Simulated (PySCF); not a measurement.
## Ionisation energy of Ba by level of theory

Ba [Xe] 6s2 (1S) → Ba⁺ [Xe] 6s1 (2S), as a difference of total energies. Computed with PySCF 2.14 in def2-SVP with the def2 core potential (46 electrons) (4s3p2d1f, 30 functions), with a scalar-relativistic core potential. Correlated levels: valence: 5s2 5p6 frozen. The calculations carry no spin-orbit coupling.

```json
{"method": "UHF", "ionisation energy (eV)": "4.256", "error (eV)": "-0.956"}
{"method": "LDA", "ionisation energy (eV)": "5.366", "error (eV)": "+0.154"}
{"method": "M06-L", "ionisation energy (eV)": "5.280", "error (eV)": "+0.068"}
{"method": "MP2 (valence)", "ionisation energy (eV)": "4.610", "error (eV)": "-0.602"}
{"method": "SCS-MP2 (valence)", "ionisation energy (eV)": "4.681", "error (eV)": "-0.531"}
{"method": "CCSD (valence)", "ionisation energy (eV)": "4.807", "error (eV)": "-0.405"}
```

Reference: 5.212 eV (measured; NIST Atomic Spectra Database, ionization energies).

Errors of the correlated levels include the incompleteness of this basis and the frozen core.

With two correlated electrons CCSD is exact in that space.
